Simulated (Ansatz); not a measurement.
Geometry optimisation, UKS PBE/STO-3G (Ansatz 0.2.0).

Input:

```yaml
crystal:
  periodic: [false, false, false]
  atoms:
    - { symbol: O, position_ang: [-2.0613, 1.3921, 1.4117] }
    - { symbol: Si, position_ang: [-1.2602, 0.0402, 1.3825] }
    - { symbol: "N", position_ang: [0.2695, 0.4803, 0.9052] }
    - { symbol: C, position_ang: [0.0383, 0.1967, -0.5037] }
    - { symbol: Si, position_ang: [1.3465, -0.765, -1.5815] }
    - { symbol: O, position_ang: [-1.1579, -0.6504, -0.1018] }
    - { symbol: H, position_ang: [-1.5775, 2.2114, 1.1104] }
    - { symbol: H, position_ang: [-1.2146, -0.817, 2.5579] }
    - { symbol: H, position_ang: [0.9111, -0.2179, 1.3588] }
    - { symbol: H, position_ang: [-0.3676, 1.0586, -1.061] }
    - { symbol: H, position_ang: [0.7783, -1.2271, -2.8397] }
    - { symbol: H, position_ang: [1.8749, -1.9148, -0.7727] }
    - { symbol: H, position_ang: [2.4409, 0.1782, -1.8513] }
magnetization:
  spin_polarized: true
basis:
  gaussian: { orbitals: STO-3G }
hamiltonian:
  xc: pbe
relax:
  f_tol: 0.02
  max_steps: 40
```

Launched with:

```bash
$ ansatz run input.yaml --threads 1 --pin off --max-ram 2048MiB --backend cpu --events-out ev --progress --plain --runs-dir out
```

Question: Where does it end, and by what steps?

Answer: The forces met the threshold. Limits of this set-up: minimal basis. After 12 steps the energy has fallen by 2.457 eV; H7 moved furthest, 0.66 Å.

| step | energy less start (eV) | largest force component (eV/Å) | accepted |
| --- | --- | --- | --- |
| 0 | 0.0000 | 7.242 | yes |
| 1 | -1.7950 | 2.652 | yes |
| 2 | -2.3216 | 0.754 | yes |
| 3 | -2.3962 | 0.774 | yes |
| 4 | -2.3393 | 0.930 | no |
| 5 | -2.4370 | 0.183 | yes |
| 6 | -2.4448 | 0.129 | yes |
| 7 | -2.4509 | 0.071 | yes |
| 8 | -2.4534 | 0.117 | yes |
| 9 | -2.4552 | 0.088 | yes |
| 10 | -2.4563 | 0.034 | yes |
| 11 | -2.4566 | 0.032 | yes |
| 12 | -2.4568 | 0.007 | yes |

```xyz
13
Properties=species:S:1:pos:R:3
O -2.237 1.205 1.979
Si -1.117 0.090 1.336
N 0.491 0.804 0.802
C 0.088 0.313 -0.632
Si 1.314 -0.896 -1.481
O -1.277 -0.273 -0.378
H -2.164 2.017 1.345
H -1.211 -1.033 2.276
H 1.259 0.128 1.133
H -0.026 1.224 -1.285
H 0.750 -1.398 -2.725
H 1.588 -2.013 -0.589
H 2.562 -0.202 -1.765
```

Whether the end is a true minimum wasn't checked by a vibrational analysis.

Time of the run: 64 s on 1 thread of Arm Neoverse V2, on a shared host, peak memory 0.18 GiB.
